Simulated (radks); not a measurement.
Spherical jellium clusters: N electrons in a uniform positive sphere of charge N and radius rs N^(1/3), rs = 4.52 bohr. Calculated with a radial shooting solver with Libxc functionals: non-relativistic Kohn-Sham, LDA (Slater exchange, Perdew-Wang correlation), spin-polarised, spherical densities. Levels are named by radial order and angular momentum (1s, 1p, 1d, 2s, ...), and open shells are averaged over m.

N = 7, configuration 1s2 1p(up 3, down 2). This is the lowest configuration that the search found. Occupied and some empty levels:

| level | occupation | eigenvalue (eV) | <r> (bohr) |
|---|---|---|---|
| 1s up | 1 | -3.9561 | 5.814 |
| 1s down | 1 | -3.7950 | 5.832 |
| 1p up | 3 | -2.9134 | 7.021 |
| 1p down | 2 | -2.7589 | 7.090 |
| 1d up | 0 | -1.6549 | 8.195 |
| 1d down | 0 | -1.5257 | 8.315 |
| 2s up | 0 | -1.2357 | 8.292 |
| 2s down | 0 | -1.1547 | 8.442 |
| 1f up | 0 | -0.35126 | 9.941 |
| 1f down | 0 | -0.26348 | 10.22 |

Energy (eV): total -12.2751, kinetic 9.5991, external -181.59, Hartree 89.455, exchange-correlation -22.265, background 92.525.

Electron density:

| r (bohr) | n(r) (e/bohr^3) |
|---|---|
| 0.637 | 0.001893 |
| 1.70 | 0.002232 |
| 2.77 | 0.002730 |
| 3.83 | 0.003143 |
| 4.89 | 0.003211 |
| 5.96 | 0.002800 |
| 7.02 | 0.002022 |
| 8.09 | 0.001188 |
| 9.15 | 0.0005766 |
| 10.2 | 0.0002447 |
| 11.3 | 0.00009595 |
| 12.3 | 0.00003527 |
| 13.4 | 0.00001262 |
